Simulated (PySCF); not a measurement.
A calculated (LC-wPBE, PySCF 2.14, ANO-RCC-VTZP, scalar relativity by spin-free X2C-1e) atom or ion has these occupied shells.

```tsv
shell	electrons	orbital energy (eV)	rms radius, mean of both spins (bohr)
1s	2	-61066.3	0.0223
2s	2	-10363.6	0.0901
2p	6	-9161.3	0.0815
3s	2	-2352.3	0.231
3p	6	-1987.8	0.232
3d	10	-1532.2	0.212
4s	2	-478.93	0.519
4p	6	-358.74	0.553
4d	10	-197.60	0.605
5s	2	-75.285	1.29
5p	6	-46.902	1.54
4f	14	-22.626	0.905
```

Question: Name the element and its charge.

Answer: Yb²⁺ (ytterbium, charge +2), in [Xe] 4f14, closed-shell 1S.
